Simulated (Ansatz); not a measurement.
Reactions of `CO[SiH](C)F`.

Computed with Ansatz on PBE0-D4/def2-TZVP structures; ΔE is electronic, products minus reactants. CCSD(T)/CBS is the MP2 limit (def2-TZVPP, def2-QZVPP) plus CCSD(T) − MP2 in def2-TZVPP, frozen cores. This one scheme is used for every species, atoms too. For atomizations the MP2-based limit and the directly extrapolated one differ by several kJ/mol either way, and by 10 to 25 for some Ge, Se and Sn compounds, so smaller differences from it don't rank the levels. DFT in def2-TZVPP. B3LYP here is the variant with VWN-RPA as its local correlation; programs differ in this. Open shells (•) are unrestricted, without spin–orbit coupling. Spin–orbit coupling would lower the free atoms: a little for C, F, O, Si. Elements past krypton have def2 core potentials. For Ta outer-core shells are correlated without core-valence functions, so the limit isn't a true one: a few kJ/mol of doubt a bond, and 10 to 20 or more in all where bonds break to atoms. One conformer a species, not always the lowest.

```json
{"reaction": "`CO[SiH](C)F` + `O=CCO` → `COCC=O` + `CO[SiH2]F`", "ωB97X-V (kcal/mol)": "25.5", "B3LYP-D4 (kcal/mol)": "25.6", "ωB97M-V (kcal/mol)": "26.9"}
{"reaction": "`CO[SiH](C)F` → fluoromethane + `CO[SiH]`", "ωB97X-V (kcal/mol)": "105.9", "B3LYP-D4 (kcal/mol)": "101.5", "ωB97M-V (kcal/mol)": "103.6"}
{"reaction": "`CO[SiH](C)F` + H₂O → `CO[SiH](O)F` + CH₄", "ωB97X-V (kcal/mol)": "-27.3", "B3LYP-D4 (kcal/mol)": "-27.9", "ωB97M-V (kcal/mol)": "-27.3"}
{"reaction": "`CO[SiH](C)F` → `CO[Si]C` + H–F", "ωB97X-V (kcal/mol)": "85.4", "B3LYP-D4 (kcal/mol)": "80.9", "ωB97M-V (kcal/mol)": "81.6"}
{"reaction": "`CO[SiH](C)F` + `[O]=[Ta]([OH])([F])[F]` → `C[O][Ta](=[O])([F])[F]` + `C[SiH](O)F`", "ωB97X-V (kcal/mol)": "-1.6", "B3LYP-D4 (kcal/mol)": "-2.0", "ωB97M-V (kcal/mol)": "-1.5"}
{"reaction": "`CO[SiH](C)F` + H₂S → `CO[SiH](C)S` + H–F", "ωB97X-V (kcal/mol)": "22.2", "B3LYP-D4 (kcal/mol)": "22.0", "ωB97M-V (kcal/mol)": "22.0"}
{"reaction": "`CO[SiH](C)F` + H₂S → `C[SiH](F)S` + CH₃OH", "ωB97X-V (kcal/mol)": "12.4", "B3LYP-D4 (kcal/mol)": "12.9", "ωB97M-V (kcal/mol)": "12.5"}
{"reaction": "`CO[SiH](C)F` → 2 C• + F• + 7 H• + O• + Si•", "ωB97X-V (kcal/mol)": "1116.9", "B3LYP-D4 (kcal/mol)": "1112.6", "ωB97M-V (kcal/mol)": "1117.3"}
{"reaction": "`CO[SiH](C)F` + H₂O → `CO[SiH](C)O` + H–F", "ωB97X-V (kcal/mol)": "12.0", "B3LYP-D4 (kcal/mol)": "11.9", "ωB97M-V (kcal/mol)": "11.8"}
{"reaction": "`CO[SiH](C)F` + `BBO` → `BBO[SiH](C)F` + CH₃OH", "ωB97X-V (kcal/mol)": "2.6", "B3LYP-D4 (kcal/mol)": "2.5", "ωB97M-V (kcal/mol)": "2.6"}
```

(1) Give the CCSD(T)/CBS values in the same order. (An estimate is asked.)

Largest T1 diagnostic: 0.020, for `[O]=[Ta]([OH])([F])[F]`.

Results:

(1) The calculation gave: 26.7, 106.2, -26.8, 82.1, -2.2, 20.8, 12.3, 1117.5, 11.6, 2.0 kcal/mol.
